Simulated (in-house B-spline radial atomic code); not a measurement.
A fraction x of an electron is removed from 3d in As, starting from [Ar] 3d10 4s2 4p3 and keeping the highest spin. Level of theory: non-relativistic AM05, spin-polarised, spherical fractional occupations, point nucleus; calculated with an all-electron radial atomic-structure program (B-spline basis).

```json
{"x": "0", "E(x) - E(0) (eV)": "0.0000", "3d down level (eV)": "-41.259"}
{"x": "0.03", "E(x) - E(0) (eV)": "1.2462", "3d down level (eV)": "-41.819"}
{"x": "0.15", "E(x) - E(0) (eV)": "?", "3d down level (eV)": "?"}
{"x": "0.3", "E(x) - E(0) (eV)": "13.2321", "3d down level (eV)": "-47.012"}
{"x": "0.42", "E(x) - E(0) (eV)": "19.0167", "3d down level (eV)": "-49.406"}
{"x": "0.5", "E(x) - E(0) (eV)": "23.0339", "3d down level (eV)": "-51.029"}
{"x": "0.54", "E(x) - E(0) (eV)": "25.0914", "3d down level (eV)": "-51.848"}
{"x": "0.74", "E(x) - E(0) (eV)": "35.8766", "3d down level (eV)": "-56.025"}
{"x": "0.85", "E(x) - E(0) (eV)": "?", "3d down level (eV)": "?"}
{"x": "0.89", "E(x) - E(0) (eV)": "44.5205", "3d down level (eV)": "-59.238"}
{"x": "1", "E(x) - E(0) (eV)": "51.1684", "3d down level (eV)": "-61.638"}
```

Q: What belongs in the row x = 0.15?

A: An energy change of 6.4003 eV; 3d down at -44.093 eV.

Q: What belongs in the row x = 0.85?

A: An energy change of 42.1682 eV; 3d down at -58.375 eV.

Q: Check Janak's theorem between x = 0.3 and 0.42.

A: The slope of the energy is 48.20 eV; the orbital levels give 48.21 eV (-ε of the emptying orbital, averaged over the two points).
